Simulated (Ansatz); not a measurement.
Reactions of `CCSCc1ccccc1`.

Program: Ansatz. Geometries: PBE0-D4/def2-TZVP. ΔE: electronic, gas phase. CCSD(T)/CBS is the MP2 limit (def2-TZVPP, def2-QZVPP) plus CCSD(T) − MP2 in def2-TZVPP, frozen cores. This one scheme is used for every species. DFT in def2-TZVPP. def2 core potentials past Kr. For I outer-core shells are correlated without core-valence functions, which leaves a few kJ/mol of doubt a bond. One conformer a species, not always the lowest.

```json
{"reaction": "`CCSCc1ccccc1` + CH₃NH₂ → `CNc1ccccc1` + `CCSC`", "HF/CBS(def2) (kJ/mol)": "-7", "B2PLYP (kJ/mol)": "-3"}
{"reaction": "`CCSCc1ccccc1` + H₂S → `CCSCS` + `c1ccccc1`", "HF/CBS(def2) (kJ/mol)": "12", "B2PLYP (kJ/mol)": "22"}
{"reaction": "`CCSCc1ccccc1` + HCl → `Clc1ccccc1` + `CCSC`", "HF/CBS(def2) (kJ/mol)": "13", "B2PLYP (kJ/mol)": "19"}
{"reaction": "`CCSCc1ccccc1` + `CNBCl` → `CCN(C)BCl` + `SCc1ccccc1`", "HF/CBS(def2) (kJ/mol)": "13", "B2PLYP (kJ/mol)": "16"}
{"reaction": "`CCSCc1ccccc1` + HI → `CCI` + `SCc1ccccc1`", "HF/CBS(def2) (kJ/mol)": "-12", "B2PLYP (kJ/mol)": "-6"}
```

Question: Give the CCSD(T)/CBS values in the same order. (An estimate is asked.)

Answer: Computed: 9, 29, 31, 18, -2 kJ/mol.

Largest T1 diagnostic: 0.011, for `CNBCl`.
